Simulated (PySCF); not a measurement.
Ionisation energy of Ho⁵⁹⁺ by level of theory

Ho⁵⁹⁺ [He] 2s2 2p4 [2p1/2^2 2p3/2^2, M_J = 2] → Ho⁶⁰⁺ [He] 2s2 2p3 [2p1/2^2 2p3/2^1, M_J = 3/2], as a difference of total energies. Computed with PySCF 2.14 in an even-tempered Gaussian basis (17 s from 41 bohr⁻², ratio 2.4; 13 p from 53 bohr⁻², ratio 2.4; 5 d from 180 bohr⁻², ratio 2.6; 4 f from 270 bohr⁻², ratio 2.6), with the two-component X2C-1e Hamiltonian. Correlated levels: nothing frozen; the 30 highest virtual spinors dropped. "Screened" scales the spin-orbit matrix elements by Boettger's factors to mimic the two-electron term; Breit and QED terms are absent.

```
                    method  ionisation energy (eV)
           GHF (spin-free)                 13354.2
          GMP2 (spin-free)                 13356.0
 GHF (screened spin-orbit)                 13126.3
GMP2 (screened spin-orbit)                 13126.4
```

For this ion Breit and QED terms and the two-electron picture change, all absent here, outweigh the correlation shift from GHF to GMP2.

The spin-free rows relax to the high-spin LS determinant and lack the spin-orbit shift.

The labels give the starting determinants; with spin-orbit coupling the two ends relaxed to ⟨J²⟩ = 6.00, ⟨L²⟩ = 3.27, ⟨S²⟩ = 1.38 and ⟨J²⟩ = 3.75, ⟨L²⟩ = 2.57, ⟨S²⟩ = 1.47.

For comparison: 13116 ± 7 eV (theoretical estimate listed by NIST; NIST Atomic Spectra Database, ionization energies).
